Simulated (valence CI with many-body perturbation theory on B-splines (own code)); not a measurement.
Pt45+: fill in the table

Method: relativistic CI+MBPT: five valence electrons over a frozen Dirac-Fock core [Ar] 3d10, radial functions for each j: 11 s, 11 p, 10 d, 8 f, 5 g, 2 h, with the one-electron correlation potential Σ1 (screened to all orders), the two-electron term Σ2, the three-electron term Σ3, Breit, model QED; selected single and double excitations, second order for the rest, scaled by the run's own slope (own B-spline code, finite nucleus).

No measured spectrum was set against this ion. As an estimate, large intervals hold to a few tenths of a per cent, small ones and those within an open d or f shell to about a per cent. Among the levels kept, up to 2200 cm⁻¹ of a level comes from second order outside the variational space, and about a tenth of that is noise between levels of different J, which matters for small intervals.

```
                             Level  E (eV)
        (4s^2 4p1/2^2 4p3/2) J=3/2    0.00
        (4s^2 4p1/2 4p3/2^2) J=3/2       ?
        (4s^2 4p1/2 4p3/2^2) J=5/2  125.69
        (4s^2 4p1/2 4p3/2^2) J=1/2       ?
        (4s^2 4p1/2^2 4d3/2) J=3/2  168.32
        (4s^2 4p1/2^2 4d5/2) J=5/2  201.07
        (4s 4p1/2^2 4p3/2^2) J=5/2  229.74
        (4s 4p1/2^2 4p3/2^2) J=1/2  244.71
        (4s 4p1/2^2 4p3/2^2) J=3/2  246.72
              (4s^2 4p3/2^3) J=3/2  254.00
(4s^2 4p1/2 4p3/2 4d3/2) J=5/2 [a]       ?
(4s^2 4p1/2 4p3/2 4d3/2) J=3/2 [a]  287.88
(4s^2 4p1/2 4p3/2 4d3/2) J=1/2 [a]  288.11
    (4s^2 4p1/2 4p3/2 4d3/2) J=7/2  293.32
(4s^2 4p1/2 4p3/2 4d3/2) J=5/2 [b]       ?
(4s^2 4p1/2 4p3/2 4d3/2) J=3/2 [b]       ?
(4s^2 4p1/2 4p3/2 4d3/2) J=1/2 [b]  311.61
(4s^2 4p1/2 4p3/2 4d5/2) J=7/2 [a]  314.07
(4s^2 4p1/2 4p3/2 4d5/2) J=3/2 [a]       ?
    (4s^2 4p1/2 4p3/2 4d5/2) J=9/2  320.67
```

Levels are named by their leading jj configuration (3d3/2^4 stands for four electrons in 3d with j = 3/2), which in mixed levels can hold well under half, so a name can repeat and another be missing. Letters in brackets count levels of one name in rising energy.

Question: The levels stand in rising order. What does the calculation give for the missing energies?

Answer: (4s^2 4p1/2 4p3/2^2) J=3/2 119.81; (4s^2 4p1/2 4p3/2^2) J=1/2 133.12; (4s^2 4p1/2 4p3/2 4d3/2) J=5/2 [a] 287.37; (4s^2 4p1/2 4p3/2 4d3/2) J=5/2 [b] 309.05; (4s^2 4p1/2 4p3/2 4d3/2) J=3/2 [b] 310.59; (4s^2 4p1/2 4p3/2 4d5/2) J=3/2 [a] 318.38.
